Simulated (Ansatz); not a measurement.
Input for Ansatz (a program for electronic structure): U-wB97X-V/cc-pVTZ on C2H3B (SMILES BC#C), a point of a bond scan (R = 1.064 Å).

Ansatz 0.2 input:
```yaml
crystal:
  periodic: [false, false, false]
  atoms:
    - {symbol: B, position_ang: [-1.19336207, -0.05181280, -0.71503351]}
    - {symbol: C, position_ang: [0.09242682, 0.00401294, 0.05537990]}
    - {symbol: C, position_ang: [1.12928729, 0.04903083, 0.67664147]}
    - {symbol: H, position_ang: [2.04113857, 0.08862114, 1.22300057]}
    - {symbol: H, position_ang: [-1.95463786, 0.86080340, -0.66658092]}
    - {symbol: H, position_ang: [-1.44997504, -1.00862318, -1.37338029]}
basis:
  gaussian:
    orbitals: cc-pVTZ
hamiltonian:
  xc: {name: wB97X-V}
magnetization: {spin_polarized: true, initial_magnetization: 0}
```

It printed:

```
WARN ansatz: RAYON_NUM_THREADS=1 ignored (pool sized by the plan → 1); use --threads N
Functional definition: wB97X-V
integrals: 0.05 GiB planned
720 factors; their error is unknown
integrals: 0.08 GiB planned
180 factors; integrals over basis functions are off by at most 1.5e-5 eV
mean field: 0.62 GiB planned
mean field evaluation 1: about -2794.7569 eV, gradient 2.1e1 eV
mean field evaluation 2: about -2795.9654 eV, gradient 1.3e1 eV
mean field evaluation 4: about -2796.7111 eV, gradient 1.5e0 eV
mean field evaluation 8: about -2796.7161 eV, gradient 1.8e-1 eV
mean field evaluation 16: about -2796.7162 eV, gradient 1.1e-5 eV
mean field -2796.71621846 eV, -102.7774253460 hartree, gradient 1.1e-5 eV, S^2 0.000000; 0 other end points of the search recorded, 0 dependent functions left out
reference -2796.71621679 eV, -102.7774252846 hartree; 10, 10 occupied and 122, 122 virtual orbitals, 720 factors
Total energy: -2796.71621679 eV, -102.7774252846 hartree
```

The run converged.

Cost: about 6 core-seconds (a rough figure).
